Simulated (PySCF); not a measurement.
A structure optimised at PBE-D3(BJ)/def2-TZVPD, used in a PySCF frequency run:

```
Cu
F 1 1.8146
F 1 1.8146 2 180.00
```
Charge -1, spin multiplicity 1.

Question: Write its SMILES, formula and point group.

Answer: [F][Cu-][F], CuF₂, D∞h

Question: What are its rotational constants (standard atomic weights)?

Answer: 4.0394 GHz (linear rotor, B only)
